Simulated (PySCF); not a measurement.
Mg(H)(NH2) (H₃MgN), SMILES [NH2][MgH].

The structure is a stationary point at B3LYP-D3(BJ)/def2-TZVP.

Computed with PBE0/def2-TZVPD in PySCF.

Q: Estimate the frontier levels, gap, dipole moment and polarisability. (An estimate is asked for; the answer gives what the named calculation found.)

A: 
| Quantity | Value |
|---|---|
| highest occupied level | -6.31 eV |
| lowest empty level | -0.60 eV |
| orbital gap | 5.71 eV |
| dipole moment | 0.62 D |
| quadrupole, principal values (traceless, Buckingham form, about the centre of nuclear charge) | -9.06, 1.33, 7.73 D·Å |
| mean static polarisability | 40.4 bohr³ (5.99 Å³) |
| polarisability, principal values | 35.2, 40.5, 45.6 bohr³ |
